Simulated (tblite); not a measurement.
C₅H₉O₂ (doublet state).
Z-matrix (Å and degrees, GFN2-xTB geometry), rows numbered from 1:
```
C 
O   1  1.3963
C   2  1.3817  1  112.95
C   3  1.5680  2  109.39  1    67.95
O   4  1.3265  3  111.10  2   -59.22
C   3  1.4902  2  118.53  1  -148.19
C   3  1.4979  2  120.57  1   -77.27
H   1  1.0943  2  112.43  3    69.02
H   1  1.1299  2  106.36  3   -47.65
H   1  1.0870  2  108.11  3  -167.12
H   4  1.1055  3  104.52  2  -179.29
H   4  1.1088  3  106.77  2    64.88
H   6  1.0786  3  118.45  7   108.66
H   6  1.0790  3  117.02  7  -108.27
H   7  1.0798  3  117.62  6   107.45
H   7  1.0783  3  118.75  6  -108.38
```

Computed with GFN2-xTB (tblite): harmonic, unscaled wavenumbers at the GFN2-xTB geometry, gas phase. Errors from tens to a few hundred cm⁻¹ against measured bands are possible. One conformer, not necessarily the lowest. Open shells enter through the occupations alone, without spin polarisation, and single modes of such species can be off by tens of per cent.

Harmonic wavenumbers (cm⁻¹): 124.6, 179.9, 267.5, 273.8, 322.7, 340.4, 413.8, 453.5, 550.6, 742.1, 790.5, 851.9, 899.9, 932.6, 1015.4, 1024.2, 1044.0, 1061.8, 1084.0, 1091.1, 1119.6, 1135.3, 1160.7, 1197.6, 1218.7, 1290.1, 1344.3, 1367.0, 1398.3, 1418.4, 1428.5, 1453.3, 1473.6, 2471.4, 2753.0, 2787.4, 2936.1, 3035.2, 3089.8, 3097.1, 3103.8, 3118.5.

A = 3683, B = 2624, C = 1927 MHz; mass 101.060 u (most abundant isotopes); point group C1, symmetry number 1; spin multiplicity 2.

Task: What is the zero-point energy?

Result: Half the sum of the wavenumbers: 28431 cm⁻¹ = 81.29 kcal/mol.

Task: Entropy at 273.15 K, 1 bar (ideal gas, RRHO, classical rotation)?

Result: Translation 39.34, rotation 26.99, vibration 13.27, spin (R ln 2) 1.38: S = 81.0 cal/(mol K).

Task: And Cp and H(273.15 K) − H(0)?

Result: Cp = 27.05 cal/(mol K), of which vibrations give 19.10 (their classical limit is 42 R = 83.5); H(273.15 K) − H(0) = 4.42 kcal/mol without the zero-point energy, 2.25 from vibrations.

Task: Which modes carry the vibrational entropy at 273.15 K?

Result: 124.6 cm⁻¹: 2.86; 179.9 cm⁻¹: 2.17; 267.5 cm⁻¹: 1.46; 273.8 cm⁻¹: 1.42; 322.7 cm⁻¹: 1.16; 340.4 cm⁻¹: 1.07 cal/(mol K); the other 36 give 3.13 together.

Task: How do the functions run with temperature in this model?

Result: 
```tsv
T (K)	S (cal/(mol K))	Cp (cal/(mol K))	H − H(0) (kcal/mol)	G − H(0) (kcal/mol)	ln q(vib)
150	68.1	17.1	1.72	-8.50	0.84
250	78.7	25.1	3.82	-15.85	2.19
298.15	83.4	29.3	5.13	-19.75	2.92
400	93.3	38.1	8.56	-28.75	4.58
600	111.6	52.1	17.68	-49.27	8.11
900	135.4	65.3	35.47	-86.43	13.49
```

q(vib) and H(0) count from the zero-point level.

Hindered rotation and anharmonicity are outside this model. Other conformers, if any are populated, would add a mixing term that is left out. The structure is chiral; the term R ln 2 for an equal mix with its mirror image is left out.
